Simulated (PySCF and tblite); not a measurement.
Results of a calculation; reference values are marked as such.
# Conformer ensemble of C₅H₄F₄, numbered as in [F:1]/[CH:2]=[CH:3]\[CH:4]=[CH:5]\[C:6]([F:7])([F:8])[F:9]

Level: PBE0-D3(BJ)/pcSseg-1//GFN2-xTB, thermal terms from GFN2-xTB, symmetry numbers and mirror pairs counted. Conformers within 2.5 kcal/mol (GFN2-xTB free energy) were kept, 6 at most. GIAO shieldings: PBE0/pcSseg-1. Shifts are against TMS (¹H), TMS (¹³C), CFCl3 (¹⁹F) at the same level. Programs: PySCF with density fitting and tblite.

Torsions listed: C2–C3–C4–C5.

```
conformer  shape  symmetry  E(GFN2) kcal/mol  E(DFT) kcal/mol  G(298.15 K) kcal/mol  weight %  dipole D
        1   180°        Cs              0.00             0.00                  0.00      97.6      3.65
        2     1°        Cs              1.40             2.14                  2.21       2.4      3.81
```

Weights (%) against temperature:

| T (K) | 1 | 2 | S(mix) cal/mol/K |
| --- | --- | --- | --- |
| 250 | 98.8 | 1.2 | 0.13 |
| 298.15 | 97.6 | 2.4 | 0.22 |
| 350 | 96.0 | 4.0 | 0.33 |

Averaged shifts at 298.15 K. ¹H: 7.54 (H4, 1H), 6.99 (H2, 1H), 5.74 (H5, 1H), 5.69 (H3, 1H) ppm. ¹³C: 164.0 (C2), 135.9 (C4), 132.6 (C6), 126.1 (C5), 116.4 (C3) ppm. ¹⁹F: -82.0 (F7/F8/F9), -109.9 (F1) ppm.

Coordinates of conformer 1 (Å):

```xyz
13

F     2.571    1.736    0.504
C     2.627    0.417    0.314
C     1.534   -0.339    0.221
C     0.193    0.182    0.316
C    -0.894   -0.583    0.223
C    -2.282   -0.044    0.321
F    -2.969   -0.608    1.334
F    -2.998   -0.296   -0.792
F    -2.334    1.279    0.515
H     3.643    0.058    0.247
H     1.658   -1.399    0.068
H     0.096    1.249    0.470
H    -0.851   -1.651    0.071
```

Coordinates of conformer 2 (Å):

```xyz
13

F    -1.815   -1.666   -0.386
C    -2.342   -0.512    0.028
C    -1.622    0.542    0.407
C    -0.180    0.664    0.450
C     0.701   -0.268    0.089
C     2.176   -0.047    0.173
F     2.769   -0.922    1.007
F     2.516    1.176    0.605
F     2.776   -0.208   -1.021
H    -3.422   -0.541    0.019
H    -2.180    1.410    0.721
H     0.185    1.616    0.813
H     0.434   -1.243   -0.285
```

Unscaled ¹⁹F shifts at such levels can be off by tens of ppm; differences between conformers or isomers are more reliable. Shifts are unscaled: against experiment ¹³C can be off by 15 ppm or more and ¹H by 0.8 ppm.

Search and properties took 39 s on 1 thread of Arm Neoverse V2, shared host (rough), launched as `OMP_NUM_THREADS=1 python ens_run.py task.json out`.


Conformer gaps in pcSseg-1 on xTB geometries can be 2 kcal/mol off for S=O, P=O and other polar bonds.